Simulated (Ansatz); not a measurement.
Coupled-cluster run, C2H8ClGeNO, SMILES `C[O][Ge]([CH3])([NH2])[Cl]`.

```yaml
crystal:
  periodic: [false, false, false]
  atoms:
    - {symbol: C, position_ang: [-0.648041, -2.128447, -0.055120]}
    - {symbol: O, position_ang: [0.303191, -1.245409, 0.493679]}
    - {symbol: Ge, position_ang: [0.083736, 0.500009, 0.374686]}
    - {symbol: C, position_ang: [0.147714, 1.195492, -1.425388]}
    - {symbol: N, position_ang: [1.402153, 1.141245, 1.438101]}
    - {symbol: Cl, position_ang: [-1.919347, 0.917791, 1.136458]}
    - {symbol: H, position_ang: [-0.331573, -3.146154, 0.182286]}
    - {symbol: H, position_ang: [-1.646330, -1.967255, 0.366126]}
    - {symbol: H, position_ang: [-0.712007, -2.037762, -1.146857]}
    - {symbol: H, position_ang: [1.111894, 0.953053, -1.872749]}
    - {symbol: H, position_ang: [0.018250, 2.278034, -1.406673]}
    - {symbol: H, position_ang: [-0.654766, 0.759308, -2.019736]}
    - {symbol: H, position_ang: [1.360650, 2.134250, 1.619483]}
    - {symbol: H, position_ang: [1.484495, 0.645844, 2.315715]}
basis:
  gaussian: {orbitals: def2-TZVPP}
correlation: {method: ccsd_t}
```

```sh
$ ansatz run in.yaml --threads 2 --pin off --events-out ev --progress --plain --max-ram 32768MiB --backend cuda --devices 0, --max-vram 18GiB
```

Output of Ansatz, abridged:

```
Functional definition: HF
1950 factors; integrals over basis functions are off by at most 1.1e-3 eV
mean field evaluation 1: about -74683.9056 eV, gradient 4.9e1 eV
mean field evaluation 2: about -74684.1580 eV, gradient 4.9e1 eV
mean field evaluation 4: about -74689.0273 eV, gradient 5.2e0 eV
mean field evaluation 8: about -74689.1035 eV, gradient 3.1e-1 eV
mean field -74689.10432282 eV, -2744.7739577704 hartree, gradient 5.2e-6 eV, S^2 0.000000; 0 other end points of the search recorded, 0 dependent functions left out
18 core orbitals not correlated: weight in the atoms' cores, before any rotation towards them, 1.000 or more for the frozen orbitals, at most 0.000 for the correlated occupied ones
reference -74689.10432282 eV, -2744.7739577704 hartree; 24, 24 occupied and 284, 284 virtual orbitals, 1950 factors
second order -33.94686636 eV of doubles, -0.00000000 eV of singles
cycle   1  -34.20990946 eV  change   -2.6e-1 eV  update   1.2e-1
cycle   2  -35.02062378 eV  change   -8.1e-1 eV  update   3.4e-2
cycle   3  -35.17962017 eV  change   -1.6e-1 eV  update   1.7e-2
cycle   4  -35.16685433 eV  change    1.3e-2 eV  update   3.6e-3
cycle   5  -35.16551259 eV  change    1.3e-3 eV  update   1.7e-3
cycle   6  -35.16636544 eV  change   -8.5e-4 eV  update   5.1e-4
cycle   7  -35.16611348 eV  change    2.5e-4 eV  update   2.1e-4
cycle   8  -35.16606956 eV  change    4.4e-5 eV  update   6.6e-5
cycle   9  -35.16608973 eV  change   -2.0e-5 eV  update   2.5e-5
perturbative correction -1.38606005 eV, -0.0509367675 hartree
Total energy: -74725.65647260 eV, -2746.1172244991 hartree
```

Run time 14 s (2 threads of an AMD EPYC 7R13 on a shared host and a share of an NVIDIA H100 80 GB); peak host memory 1.4 GiB.

Correlation energy per correlated electron: -0.762 eV. T1 diagnostic: 0.0105.
